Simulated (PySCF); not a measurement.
Compound: C4H10Si.
SMILES: `C[Si]1(C)CC1`

The calculation used B3LYP/def2-SVPD in PySCF (dipole) on a GFN2-xTB geometry, gas phase.

Masses are those of the commonest isotopes; rigid-rotor values at the optimised geometry. 

(1) Give the principal moments of inertia and the rotational constants in cm⁻¹.

(2) What kind of rotor is it?

(3) Is it planar, by Δ = Ic − Ia − Ib?

(4) Give the other two planar moments, Paa and Pbb, and the rms extents of the mass along the axes.

(5) Where do the levels up to J = 5 lie, in MHz?

(6) Which types of transition are allowed, and where do some lines up to J = 5 fall?

(7) Estimate the classical rotational partition function at 10 K, 100 K and 200 K.

Answers

(1) Ia = 111.50, Ib = 145.24, Ic = 209.53 u·Å²; 505379 MHz·u·Å²/I gives 4533, 3480 and 2412 MHz, that is A = 0.15120, B = 0.11607, C = 0.08045 cm⁻¹.

(2) An asymmetric top; Ray's κ = 0.007.

(3) Not planar: Δ = Ic − Ia − Ib = -47.21 u·Å². For a rigid frame Δ = −2 Σ m c², so Σ m c² = 23.60 u·Å² lies off the ab plane: 9.26 from hydrogen and 14.35 from heavier atoms. The atom farthest from that plane is 1.24 Å away.

(4) Paa = Σ m a² = (Ib + Ic − Ia)/2 = 121.64 and Pbb = Σ m b² = (Ia + Ic − Ib)/2 = 87.89 u·Å². With the mass M = 86.06 u, the rms extents √(P/M) along a, b and c are 1.19, 1.01, 0.52 Å.

(5) Above 0(0,0):
J = 1: 1(0,1) 5892, 1(1,1) 6945, 1(1,0) 8012
J = 2: 2(0,2) 17175, 2(1,2) 17660, 2(1,1) 20863, 2(2,1) 24023, 2(2,0) 24522
J = 3: 3(0,3) 33311, 3(1,3) 33469, 3(1,2) 39708, 3(2,2) 41697, 3(2,1) 43736, 3(3,1) 49897, 3(3,0) 50063
J = 4: 4(0,4) 54176, 4(1,4) 54219, 4(1,3) 63908, 4(2,3) 64853, 4(2,2) 69547, 4(3,2) 74144, 4(3,1) 75131, 4(4,1) 84717, 4(4,0) 84763
J = 5: 5(0,5) 79821, 5(1,5) 79831, 5(1,4) 92881, 5(2,4) 93223, 5(2,3) 101410, 5(3,3) 104263, 5(3,2) 107216, 5(4,2) 115263, 5(4,1) 115628, 5(5,1) 128563, 5(5,0) 128574
Those of J = 1 are B + C, A + C and A + B.

(6) The dipole components are |μa| = 0.98 D, |μb| = 0.00 D, |μc| = 0.00 D; the symmetry axis of this C2v structure is a, so μb and μc vanish by symmetry and there are no b-type or c-type lines. Some lines, for components of 0.1 D or more:

```
type  branch         J(Ka,Kc)    MHz  lower level (cm⁻¹)
   a       Q  5(4,1) ← 5(4,2)    365               3.845
   a       Q  3(2,1) ← 3(2,2)   2039               1.391
   a       Q  2(1,1) ← 2(1,2)   3203               0.589
   a       Q  4(2,2) ← 4(2,3)   4694               2.163
   a       Q  5(2,3) ← 5(2,4)   8187               3.110
   a       R  2(1,1) ← 1(1,0)  12851               0.267
   a       R  3(0,3) ← 2(0,2)  16135               0.573
   a       R  4(1,4) ← 3(1,3)  20750               1.116
   a       R  4(1,3) ← 3(1,2)  24200               1.325
   a       R  4(3,1) ← 3(3,0)  25068               1.670
   a       R  5(1,5) ← 4(1,4)  25613               1.809
   a       R  5(2,4) ← 4(2,3)  28370               2.163
   a       R  5(4,2) ← 4(4,1)  30546               2.826
   a       R  5(4,1) ← 4(4,0)  30866               2.827
   a       R  5(3,2) ← 4(3,1)  32086               2.506
```

(7) Point group C2v, symmetry number σ = 2; q = (√π/σ)·√((kT/h)³/(ABC)), k/h = 20836.6 MHz/K: 432 at 10 K, 13700 at 100 K, 38700 at 200 K.

GFN2-xTB frequencies: not computed here. These are rigid-rotor constants of the computed structure; measured ground-state constants (B0) also hold zero-point vibration. A rigid rotor knows nothing of internal rotation, which can split or shift real lines.

Time: 33 s; peak memory 0.67 GiB. Hardware: one thread, Arm Neoverse N1 (aarch64), shared host. This is the B3LYP/def2-SVPD job that gave the dipole, with the excitations it also computed.
